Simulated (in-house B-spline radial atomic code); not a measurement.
# BSE on G0W0@HF excitations of the iron ion Fe⁸⁺

Method: BSE on G0W0@HF. Computed with an all-electron radial atomic-structure program (B-spline basis): linear response of the closed shell [Ne] 3s2 3p6 with a statically screened interaction on G0W0 levels; non-relativistic, point nucleus, no spin-orbit coupling, no double excitations, S, P, D and F terms only. Only terms of natural parity with L up to 3 were computed.

Command:
```bash
python run_td.py task.json out
```
Settings (radii: box in bohr, nucleus in fm):
```
Z                        26
electrons                18
configuration            [Ne] 3s2 3p6
hamiltonian              nr
method                   bse
box_radius               11.59
intervals                51
```

Run time, properties included: 1.1 s on 1 thread of Arm Neoverse N1 (shared host).

The lowest states, in the order of their Tamm-Dancoff energies; the method's threshold (minus the highest G0W0 level) is 234.42 eV. Labels give the largest channel, * marks a mixed state, and oscillator strengths are full-response dipole values. Energies in eV:

| state | full response | Tamm-Dancoff | oscillator strength |
| --- | --- | --- | --- |
| 3p → 3d 3P | 50.08 | 50.22 | - |
| 3p → 3d 3F | 51.70 | 51.99 | - |
| 3p → 3d 1F | 56.49 | 56.52 | - |
| 3p → 3d 1P | 71.37 | 74.69 | 2.89 |
| 3s → 3d 3D | 88.80 | 88.86 | - |
| 3s → 3d 1D | 94.67 | 94.84 | - |
| 3p → 4s 3P | ? | ? | - |
| 3p → 4s 1P | 120.92 | 120.97 | 0.335 |
| 3p → 4p 3S | 129.20 | 129.23 | - |
| 3p → 4p 3D | ? | ? | - |
| 3p → 4p 1D | 132.07 | 132.08 | - |
| 3p → 4p 1S | 136.70 | 137.01 | - |
| 3p → 4d 3P | 148.71 | 148.72 | - |
| 3p → 4d 3F | 149.45 | 149.46 | - |
| 3p → 4d 1F | 149.93 | 149.93 | - |
| 3p → 4d 1P | 150.50 | 150.58 | 0.51 |
| 3s → 4s 3S | 156.43 | 156.44 | - |
| 3s → 4s 1S | 158.40 | 158.50 | - |
| 3p → 4f 3D | 162.34 | 162.35 | - |
| 3p → 4f 1D | 164.11 | 164.16 | - |
| 3s → 4p 3P | 167.93 | 167.95 | - |
| 3s → 4p 1P | 168.96 | 169.00 | 0.16 |

**Question.** Where does 3p → 4s 3P lie?

**Answer.** At 119.61 eV in full response, 119.63 eV in Tamm-Dancoff.

**Question.** Where does 3p → 4p 3D lie?

**Answer.** At 131.19 eV in full response, 131.21 eV in Tamm-Dancoff.

**Question.** How large is the singlet-triplet splitting of 3p → 3d (F terms) in Tamm-Dancoff?

**Answer.** 4.53 eV, from the unrounded values.

**Question.** What polarisabilities and dispersion coefficient does the method give?

**Answer.** Dipole 0.4978 bohr³, quadrupole 0.3067 bohr⁵, C6 0.5695 hartree·bohr⁶ for two such species.
